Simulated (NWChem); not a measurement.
## Lowest excitation of F₂Sn

```xyz
3

Sn     0.0000     0.0000     0.3462
F      1.4596     0.0000    -0.9616
F     -1.4596     0.0000    -0.9616
```
Charge 0, spin multiplicity 1.

Everything below was run with NWChem. Structure: optimised with B3LYP/def2-SVP with def2 effective core potentials on Sn, a minimum by its harmonic frequencies.

Basis set: def2-SVPD.

Effective core potentials replace the inner electrons of Sn; spin-orbit coupling is left out. B3LYP has NWChem's definition, with VWN1-RPA local correlation. The structure started from a generated list of species.

### Question
One of these methods gave a lowest vertical singlet excitation energy of 5.78 eV. Which?
A) TD-PBE
B) CIS
C) TD-CAM-B3LYP

### Answer
B, CIS. The others give 4.62 (TD-PBE), 5.06 (TD-CAM-B3LYP).
